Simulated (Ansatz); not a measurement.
Consider the redistribution: `N=[C](Cl)[GeH3]` + `BOCN` → `N[CH2][GeH3]` + `BOC(=N)Cl`.

Program: Ansatz. Geometries: PBE0-D4/def2-TZVP. ΔE: electronic, gas phase. CCSD(T)/CBS adds triple-zeta CCSD(T) − MP2 to the extrapolated MP2 energy (def2 sets, frozen cores). Functionals use def2-TZVPP. HSE06 is defined as in plane-wave codes. For Ge outer-core shells are correlated without core-valence functions, which leaves a few kJ/mol of doubt a bond. Scalar relativity is left out up to krypton. One conformer a species, not always the lowest.

| species | HSE06 energy (Eh) |
| --- | --- |
| `N=[C](Cl)[GeH3]` | -2631.95056 |
| `BOCN` | -196.40240 |
| `N[CH2][GeH3]` | -2173.70586 |
| `BOC(=N)Cl` | -654.64030 |

Q: Work out ΔE.

A: ΔE = (-2173.70586) + (-654.64030) − (-2631.95056) − (-196.40240) = 0.00680 Eh = +17.9 kJ/mol. CCSD(T)/CBS gives +21.4 kJ/mol.

Largest T1 diagnostic among the species: 0.014.

From PBE to PBE0 (25 % exact exchange), in def2-TZVPP and without D4, ΔE moves by −4.9 kJ/mol. Leaving LDA and LC-ωPBE aside and taking each functional with its dispersion term where it has one, the values, not all of them listed here, spread over 10.9 kJ/mol, from PBE-QIDH to BLYP-D4. LDA lies −5.0 kJ/mol from PBE without D4.
